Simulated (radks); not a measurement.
The numbers below are computed, except where a source is named.
Excited configurations of the potassium ion K5+: one electron is placed in a higher orbital outside [Ne] 3s2 3p1. The ground configuration is [Ne] 3s2 3p2. Level of theory: non-relativistic Kohn-Sham, PBE, spin-polarised, spherical densities, point nucleus; open shells are filled with parallel spins first (a radial shooting solver on a logarithmic mesh with Libxc functionals). Excitation = E - E(ground); binding = E(ion) - E, where the ion is the core of charge +6; n* = 6/sqrt(2 binding) in atomic units, and the quantum defect is n - n*.

outer orbital  excitation (eV)  binding (eV)  quantum defect  eigenvalue (eV)
3d                      27.031        72.530           0.401          -63.979
4s                      47.871        51.690           0.922          -47.789
4p                      53.799        45.762           0.728          -42.146
4d                      62.350        37.211           0.372          -33.960
5s                      69.718        29.843           0.949          -27.727
5f                      78.309        21.252           0.199          -19.392
6p                      81.557        18.004           0.784          -16.782
6d                      83.649        15.912           0.452          -14.778
7p                      86.757        12.804           0.815          -11.983

The Delta-SCF ionisation energy is 99.561 eV (NIST Atomic Spectra Database: 99.4 eV, semi-empirical). Self-interaction in the functional shifts the binding energies and quantum defects, so they are the method's values and not measured ones. Open shells are spherical and high-spin; term and fine-structure splittings are not resolved.
